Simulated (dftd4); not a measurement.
CrO₃, triplet, geometry from GFN2-xTB (such geometries of metal compounds can be far from the true shape) (the multiplicity is a formal guess); dftd4 4.2.0 with D4 for revpbe.

dftd4 was given this input:
```
$ dftd4 mol.xyz --func revpbe --charge 0 --json dftd4.json --noedisp --property

# file mol.xyz
4

Cr    -0.00000000     0.00000000    -0.00000000
O     -1.06904109    -1.12345163    -0.13471675
O     -0.06369537     1.25002432    -0.92548535
O      1.13273646    -0.12657268     1.06020210
```

### Question
Predict the main parts of the log of this dftd4 run.

### Answer

```
                    ____  _____ _____     ____  _  _
      -------------|  _ \|  ___|_   _|---|  _ \| || |------------
     |             | | | | |_    | | ___ | | | | || |_           |
     |             | |_| |  _|   | ||___|| |_| |__   _|          |
     |             |____/|_|     |_|     |____/   |_|            |
     |             ===================================           |
     |            E. Caldeweyher, S. Ehlert & S. Grimme          |
     |          Mulliken Center for Theoretical Chemistry        |
     |                    University of Bonn                     |
      -----------------------------------------------------------

Rational (Becke-Johnson) damping: revpbe-D4-ATM
---------------------
  s6         1.0000
  s8         1.7468
  s9         1.0000
  a1         0.5363
  a2         3.0726
 alp        16.0000
--------------------

Atomic data, radii in Ångström:
------------------------------------------------------
   Z          R(cov)      r4/r2   hardness         EN
------------------------------------------------------
  24 Cr       1.4667     2.9350     0.2320     1.6600
   8 O        0.8400     1.3725     0.5869     3.4400
------------------------------------------------------

Atomic reference systems (in atomic units):
----------------------------------------------------------------------------
   Z        #      CN     q+Z       C6(AA)   #      CN     q+Z       C6(AA)
----------------------------------------------------------------------------
  24 Cr     1  0.0000 24.0000     716.0279   2  1.6504 24.1772     257.4507
            3  9.5933 24.1675     134.4749   4  5.0994 24.6147     226.7794
   8 O      1  0.0000  8.0000      15.5711   2  0.8042  7.6453      20.8489
            3  1.6112  7.4012      24.8631   4  0.9798  8.0000      14.9880
----------------------------------------------------------------------------

Atomic properties (in atomic units):
----------------------------------------------------------------------------
     #    Z              CN          q      C6(AA)        C8(AA)   alpha(0)
----------------------------------------------------------------------------
     1   24 Cr       2.2247     1.3141    226.8917    20939.5374    35.9087
     2    8 O        0.7416    -0.4380     22.4210      452.4690     6.3517
     3    8 O        0.7416    -0.4380     22.4210      452.4690     6.3517
     4    8 O        0.7416    -0.4380     22.4210      452.4690     6.3517
----------------------------------------------------------------------------

Molecular properties (in atomic units):
----------------------------------------
 molecular C6                 811.7537
 molecular C8               41543.6183
----------------------------------------

Dispersion energy:      -9.7030626852820E-03 Eh

[Info] JSON dump of results written to 'dftd4.json'
```
